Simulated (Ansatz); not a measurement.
Total energies of `N[B]([SiH3])[SbH2]`.

```xyz
11

N    -0.762   -0.970   -1.076
B    -0.308   -0.096   -0.101
Si    1.192   -0.639    1.132
Sb   -1.339    1.897    0.172
H    -1.490   -0.747   -1.737
H    -0.377   -1.892   -1.208
H     0.776   -0.532    2.560
H     2.373    0.251    0.948
H     1.638   -2.045    0.890
H     0.102    2.768   -0.109
H    -1.805    2.006   -1.473
```

Charge 0, multiplicity 1. Correlated methods include outer-core shells of Sb, which these sets cover unevenly. Sb: def2 effective core potential. All single points use the PBE0-D4/def2-TZVP geometry. It is one conformer, not always the lowest. Basis def2-TZVPP, Ansatz 0.2.0.

RPA on PBE orbitals: Hartree–Fock energy of these orbitals -611.40464 Eh, correlation -1.30458 Eh (frozen core).

```tsv
functional	energy without D4 (Eh)	D4 term (kJ/mol)
B3LYP	-613.73157	-42.2
r2SCAN0	-613.58920	-7.6
```

Give the same for LDA (SPW92), PBE, revPBE, BLYP, r2SCAN, B97M-V, PBE0, r2SCANh, HSE06 (plane-wave form), BHLYP, CAM-B3LYP, LC-ωPBE, ωB97X-V, ωB97M-V, B2PLYP, PBE-QIDH. (Estimate.)

The calculation gave: 
```json
{"functional": "LDA (SPW92)", "energy without D4 (Eh)": "-611.30515", "D4 term (kJ/mol)": "–"}
{"functional": "PBE", "energy without D4 (Eh)": "-613.34059", "D4 term (kJ/mol)": "-25.9"}
{"functional": "revPBE", "energy without D4 (Eh)": "-613.57638", "D4 term (kJ/mol)": "-69.2"}
{"functional": "BLYP", "energy without D4 (Eh)": "-613.51833", "D4 term (kJ/mol)": "-55.6"}
{"functional": "r2SCAN", "energy without D4 (Eh)": "-613.63171", "D4 term (kJ/mol)": "-6.3"}
{"functional": "B97M-V", "energy without D4 (Eh)": "-613.54385", "D4 term (kJ/mol)": "–"}
{"functional": "PBE0", "energy without D4 (Eh)": "-613.39529", "D4 term (kJ/mol)": "-22.2"}
{"functional": "r2SCANh", "energy without D4 (Eh)": "-613.61426", "D4 term (kJ/mol)": "-6.8"}
{"functional": "HSE06 (plane-wave form)", "energy without D4 (Eh)": "-613.38143", "D4 term (kJ/mol)": "-21.0"}
{"functional": "BHLYP", "energy without D4 (Eh)": "-613.50067", "D4 term (kJ/mol)": "-35.6"}
{"functional": "CAM-B3LYP", "energy without D4 (Eh)": "-613.56467", "D4 term (kJ/mol)": "-23.1"}
{"functional": "LC-ωPBE", "energy without D4 (Eh)": "-613.50261", "D4 term (kJ/mol)": "–"}
{"functional": "ωB97X-V", "energy without D4 (Eh)": "-613.52820", "D4 term (kJ/mol)": "–"}
{"functional": "ωB97M-V", "energy without D4 (Eh)": "-613.50298", "D4 term (kJ/mol)": "–"}
{"functional": "B2PLYP", "energy without D4 (Eh)": "-613.20826", "D4 term (kJ/mol)": "–"}
{"functional": "PBE-QIDH", "energy without D4 (Eh)": "-613.09766", "D4 term (kJ/mol)": "–"}
```

B3LYP takes the VWN-RPA correlation (the form of Gaussian; ORCA's B3LYP/G). HSE06 is the plane-wave form, built on full-range PBE exchange. The double hybrids freeze the cores in their second-order part.

LC-ωPBE has ω = 0.4 bohr⁻¹.
